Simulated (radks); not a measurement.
Species: the platinum ion Pt9+. Configuration: [Kr] 4d10 4f14 5s1.5 5p6 5d1 6p0.5 (fractional occupations, a model configuration).

All-electron calculation, scalar-relativistic Kohn-Sham, SCAN, spin-unpolarised, spherical densities, finite nucleus; meta-GGA in the generalised Kohn-Sham scheme; Fermi nuclear charge, rms radius 5.427 fm. Program: a radial shooting solver on a logarithmic mesh with Libxc functionals.

Energy parts (eV):
total: -500382.31
kinetic: 557896.28
electron-nucleus: -1232585.24
Hartree: 183828.77
exchange-correlation: -9522.13

Orbitals (lengths in bohr, moments of r in powers of bohr; r(max) is where P^2 peaks):
| orbital | occ. | eigenvalue (eV) | r(max) | <r^2> |
|---|---|---|---|---|
| 1s | 2 | -78650.69 | 0.01062 | 0.0004063 |
| 2s | 2 | -13974.68 | 0.06117 | 0.006197 |
| 2p | 6 | -12130.18 | 0.05059 | 0.005201 |
| 3s | 2 | -3413.353 | 0.1723 | 0.03995 |
| 3p | 6 | -2873.010 | 0.1715 | 0.04101 |
| 3d | 10 | -2285.775 | 0.1400 | 0.03404 |
| 4s | 2 | -860.1259 | 0.3899 | 0.1939 |
| 4p | 6 | -681.9957 | 0.4097 | 0.2210 |
| 4d | 10 | -464.7399 | 0.4179 | 0.2519 |
| 5s | 1.5 | -249.7409 | 0.8545 | 0.9392 |
| 4f | 14 | -223.8721 | 0.3845 | 0.3107 |
| 5p | 6 | -199.4599 | 0.9491 | 1.173 |
| 5d | 1 | -137.6663 | 1.108 | 1.687 |
| 6p | 0.5 | -92.3059 | 1.995 | 4.606 |

The highest occupied level is 6p at -92.306 eV. Summed over all electrons, <r^2> = 21.73 bohr^2, which gives a Langevin (diamagnetic) susceptibility term of -17.2 x 10^-6 cm^3/mol. The electron density at the nucleus is 2.115e+06 e/bohr^3 (large components only).

Run on one thread of a shared host, so times are rough (Intel(R) Xeon(R) Platinum 8375C CPU @ 2.90GHz): 0.14 s of CPU time, 0.14 s wall, 12 iterations on 2189 mesh points.
